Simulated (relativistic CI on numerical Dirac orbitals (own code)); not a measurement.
# One change at a time: Rh⁷⁺

Base calculation: Dirac-Coulomb-Breit CI, orbitals from a KLI potential per configuration, a model potential for QED, unscaled Slater integrals.

Configurations in the expansion (outside the closed core [Ar] 3d10): 4s2 4p6 4d2, 4s2 4p6 4d 5s, 4s2 4p6 4d 4f, 4s2 4p5 4d3, 4s2 4p6 4d 5p, 4s2 4p6 5s2, 4s2 4p6 4f2, 4s 4p6 4d3, 4s2 4p6 5s 5p, 4s2 4p6 4d 5d, 4s2 4p6 4f 5s, 4s2 4p6 5p2, 4s2 4p5 4d2 4f, 4s2 4p6 4d 6s, 4s2 4p6 4f 5p. Double excitations out of closed p, d and f shells are left out; levels of such configurations are missing from the list, as are those of other unlisted configurations, and high levels can miss mixing partners. These lack a partner that the ground configuration has and come out too high: 4s2 4p5 4d2 4f.

The lowest level and the first level of each name with at least 55 % of one term (blank where a level has no safe partner in the second run):

| Level | Base (cm⁻¹) | Shift (cm⁻¹) |
| --- | --- | --- |
| 4s2 4p6 4d2 3F_2 | 0 | 0 |
| 4s2 4p6 4d2 3F_3 | 3461 | +161 |
| 4s2 4p6 4d2 3F_4 | 7190 | +319 |
| 4s2 4p6 4d2 1D_2 | 16973 | +133 |
| 4s2 4p6 4d2 3P_0 | 17102 | +67 |
| 4s2 4p6 4d2 3P_1 | 18589 | +142 |
| 4s2 4p6 4d2 3P_2 | 22796 | +346 |
| 4s2 4p6 4d2 1G_4 | 26016 | +247 |
| 4s2 4p6 4d2 1S_0 | 64134 | +219 |
| 4s2 4p6 4d 5s 3D_1 | 262546 | -189 |
| 4s2 4p6 4d 5s 3D_2 | 263760 | -157 |
| 4s2 4p6 4d 5s 3D_3 | 267646 | +27 |
| 4s2 4p6 4d 5s 1D_2 | 272507 | +4 |
| 4s2 4p6 4d 5p 3D°_1 | 347482 | -275 |
| 4s2 4p6 4d 5p 3D°_2 | 351045 | -91 |
| 4s2 4p6 4d 5p 3F°_3 | 352141 | -94 |
| 4s2 4p6 4d 5p 3D°_3 | 356261 | -90 |
| 4s2 4p6 4d 5p 3F°_4 | 360495 | +42 |
| 4s2 4p6 4d 5p 3P°_1 | 361810 | -193 |
| 4s2 4p6 4d 5p 3P°_0 | 362831 | -182 |
| 4s2 4p6 4d 5p 3P°_2 | 364649 | -6 |
| 4s2 4p6 4d 5p 1F°_3 | 365433 | -36 |

At this charge configurations can still be misplaced by up to about 7 % of their energy. Terms inside the open d or f shell come out 10 to 20 % too wide with unscaled integrals.

Problem. One thing was changed in a second run, which moved the levels as shown. Which?
A. configuration mixing switched off
B. QED terms removed
C. Breit term removed
D. P86 correlation estimate

Solution. C. Breit term removed. The Breit term mainly narrows fine-structure intervals, so removing it widens them.

LS names give the leading component of a level, which can be under half, so a name can repeat, a term be missing and a line seem to break the LS rules.
